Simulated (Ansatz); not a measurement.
Conformers of CH₅InO₃, SMILES `C[O][In]([OH])[OH]`, each relaxed with PBE0-D4/def2-TZVP in Ansatz. CBS adds the triple-zeta coupled-cluster correction to the MP2 limit.

Elements past krypton have def2 core potentials. Outer-core shells of In are correlated without core-valence functions. Spin–orbit coupling is left out.

Not all of them had a frequency check.

Conformer A:

Cartesian coordinates in Å:
```
C -1.867 0.005 -0.154
O -0.755 0.172 -0.997
In 1.085 0.065 -0.295
O 2.618 0.293 -1.501
O 1.433 -0.269 1.629
H -2.772 0.127 -0.758
H -1.909 0.749 0.653
H -1.910 -0.993 0.304
H 3.449 0.218 -1.023
H 0.628 -0.368 2.143
```

Conformer B:

```xyz
10

C    -1.462   -0.851   -0.931
O    -0.475   -1.047    0.053
In    0.802    0.368    0.557
O     2.153    0.005    1.948
O     0.731    2.133   -0.322
H    -1.038   -0.623   -1.917
H    -2.037   -1.779   -1.022
H    -2.163   -0.047   -0.675
H     2.081   -0.888    2.295
H     1.406    2.728    0.015
```

Problem. Which is lowest in electronic energy at CCSD(T)/CBS (frozen core, def2 sets), and by how much? (An estimate is asked.)

Solution. The calculation gave: B; A lies 3.4 kJ/mol higher.

Problem. Give the energies relative to B (kJ/mol) with ωB97X-V/def2-TZVPP, r2SCAN/def2-TZVPP, SCS-MP2/def2-TZVPP, CCSD/def2-TZVPP, HF/def2-QZVPP, MP2/def2-QZVPP, MP2/CBS(def2). (An estimate is asked.)

Solution. Computed: 
```json
{"level": "ωB97X-V/def2-TZVPP", "A": "3.5"}
{"level": "r2SCAN/def2-TZVPP", "A": "2.9"}
{"level": "SCS-MP2/def2-TZVPP", "A": "3.7"}
{"level": "CCSD/def2-TZVPP", "A": "3.7"}
{"level": "HF/def2-QZVPP", "A": "4.5"}
{"level": "MP2/def2-QZVPP", "A": "3.5"}
{"level": "MP2/CBS(def2)", "A": "3.5"}
```
